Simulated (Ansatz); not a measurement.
Species: [Sc(Cl)3] (charge 0, multiplicity 1).

Question: Give a relaxed geometry from r2SCAN-D4/def2-SVP (Ansatz, an electronic-structure program).

Answer: the end point of this relaxation.
Z-matrix (Å, degrees):
```
Sc
Cl 1 2.2678
Cl 1 2.2678 2 119.99
Cl 1 2.2679 2 120.00 3 -179.31
```
